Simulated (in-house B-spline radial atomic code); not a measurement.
A fraction x of an electron is moved 2p → 3p in the potassium ion K⁴⁺, starting from [Ne] 3s2 3p3 and keeping the highest spin. Computed with an all-electron radial atomic-structure program (B-spline basis): scalar-relativistic (X2C) Hartree-Fock with fractional occupations, spin-polarised, spherical fractional occupations, Fermi nucleus of rms radius 3.4349 fm.

Caution: exact exchange at fractional occupations of open shells leaves self-interaction of up to several eV.

```csv
x,E(x) - E(0) (eV),2p down level (eV),3p down level (eV)
0,0.0000,-374.928,-
0.125,39.5288,-375.877,-59.832
0.25,79.0098,-376.802,-61.156
0.375,118.4389,-377.704,-62.489
0.5,157.8124,-378.584,-63.830
0.625,197.1262,-379.441,-65.178
0.75,?,?,?
0.875,?,?,?
1,314.6722,-381.878,-69.273
```

Q: What belongs in the row x = 0.75?

A: An energy change of 236.3766 eV; 2p down at -380.275 eV, 3p down at -66.535 eV.

Q: What belongs in the row x = 0.875?

A: An energy change of 275.5599 eV; 2p down at -381.088 eV, 3p down at -67.900 eV.

Q: Check Janak's theorem between x = 0.125 and 0.25.

A: The slope of the energy is 315.85 eV; the orbital levels give 315.85 eV (ε of the receiving orbital less ε of the emptying one, averaged over the two points).
